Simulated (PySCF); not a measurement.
Computed NMR parameters against published values

Molfile (atoms numbered from 1):
```
C7H9N
     RDKit          3D

 17 17  0  0  0  0  0  0  0  0999 V2000
    2.2349    0.4827   -1.3167 C   0  0  0  0  0  0  0  0  0  0  0  0
    1.4156    0.9681   -0.2410 N   0  0  0  0  0  0  0  0  0  0  0  0
    0.2397    0.3403    0.1081 C   0  0  0  0  0  0  0  0  0  0  0  0
   -0.3767   -0.5957   -0.7274 C   0  0  0  0  0  0  0  0  0  0  0  0
   -1.5819   -1.1758   -0.3599 C   0  0  0  0  0  0  0  0  0  0  0  0
   -2.1962   -0.8516    0.8381 C   0  0  0  0  0  0  0  0  0  0  0  0
   -1.5832    0.0741    1.6748 C   0  0  0  0  0  0  0  0  0  0  0  0
   -0.3863    0.6629    1.3194 C   0  0  0  0  0  0  0  0  0  0  0  0
    3.1535    1.0679   -1.3530 H   0  0  0  0  0  0  0  0  0  0  0  0
    2.5020   -0.5785   -1.2122 H   0  0  0  0  0  0  0  0  0  0  0  0
    1.7292    0.6090   -2.2782 H   0  0  0  0  0  0  0  0  0  0  0  0
    1.9138    1.3761    0.5308 H   0  0  0  0  0  0  0  0  0  0  0  0
    0.0831   -0.8716   -1.6676 H   0  0  0  0  0  0  0  0  0  0  0  0
   -2.0412   -1.8982   -1.0256 H   0  0  0  0  0  0  0  0  0  0  0  0
   -3.1361   -1.3104    1.1187 H   0  0  0  0  0  0  0  0  0  0  0  0
   -2.0446    0.3408    2.6192 H   0  0  0  0  0  0  0  0  0  0  0  0
    0.0787    1.3896    1.9787 H   0  0  0  0  0  0  0  0  0  0  0  0
  1  2  1  0
  2  3  1  0
  3  4  2  0
  4  5  1  0
  5  6  2  0
  6  7  1  0
  7  8  2  0
  8  3  1  0
  1  9  1  0
  1 10  1  0
  1 11  1  0
  2 12  1  0
  4 13  1  0
  5 14  1  0
  6 15  1  0
  7 16  1  0
  8 17  1  0
M  END
```

Published estimates (parent shift plus substituent increments) and measurements: δ $^{15}$N N2 -329.2 ppm (measured; solution, CDCl3; A. Zakrzewska et al., Int. J. Mol. Sci. 6 (2005) 52).
δ $^{13}$C C5/C7 129.3; C6 116.9; C4/C8 112.3; δ $^{1}$H H14/H16 7.18; H15 6.70; H13/H17 6.61 ppm (estimated from measurements, as parent shift plus tabulated substituent increment; solution, not stated per compound (mostly CDCl3 or CCl4); Pretsch, Buehlmann, Badertscher, Structure Determination of Organic Compounds, 4th ed. (2009)).

[PySCF 2.14: structure optimised with PBE0-D3(BJ)/def2-TZVP; shielding tensors at B97-2/pcSseg-2 (GIAO); gas phase; non-relativistic Hamiltonian; equivalent nuclei averaged; single conformer]

Q: How close does the calculation come?

A: 
Reference values: measured (solution, CDCl3; A. Zakrzewska et al., Int. J. Mol. Sci. 6 (2005) 52).
| atoms | quantity | reference | computed | computed, scaled |
| --- | --- | --- | --- | --- |
| N2 | δ $^{15}$N vs CH3NO2 (scale of the values; not named in the stored text) | -329.2 | – | -323.7 |

Reference values: estimated from measurements, as parent shift plus tabulated substituent increment (solution, not stated per compound (mostly CDCl3 or CCl4); Pretsch, Buehlmann, Badertscher, Structure Determination of Organic Compounds, 4th ed. (2009)).
```
  atoms    quantity  reference  computed  computed, scaled
  C5/C7  δ $^{13}$C      129.3     136.3             129.5
     C6  δ $^{13}$C      116.9     122.5             116.1
  C4/C8  δ $^{13}$C      112.3     116.6             110.5
H14/H16   δ $^{1}$H       7.18      7.44              7.13
    H15   δ $^{1}$H       6.70      6.91              6.63
H13/H17   δ $^{1}$H       6.61      6.71              6.45
```

Computed shifts are σ(ref) − σ with the named reference compound (TMS for H and C) calculated as an isolated molecule at the same level. The measured values may be among those fitted. Scaled to experiment by linear calibration (H and C: mostly CDCl3 data, vs TMS): $^{13}$C: δ = 176.90 − 0.966σ (rms 2.0 ppm, 694 shifts, 2.1 ppm with the 3 outliers that the fit left out); $^{1}$H: δ = 29.89 − 0.940σ (rms 0.14 ppm, 403 shifts, 0.16 ppm with the 5 outliers that the fit left out); $^{15}$N: δ = -149.73 − 0.920σ (rms 6.4 ppm, 44 shifts vs CH3NO2, solution or neat liquid). A few per cent of atoms miss by over 2 rms, more outside the fitted compound classes. H not on carbon is unscaled (vs computed TMS).

Q: How far are the unscaled $^{13}$C shifts from the references?

A: Mean signed difference +5.63 ppm, mean absolute 5.63 ppm over 3 comparisons; the largest is +7.0 ppm at C5/C7 (aromatic CH).

Q: How far are the unscaled $^{1}$H shifts from the references?

A: Mean signed difference +0.19 ppm, mean absolute 0.19 ppm over 3 comparisons; the largest is +0.26 ppm at H14/H16 (hydrogen on an aromatic CH).
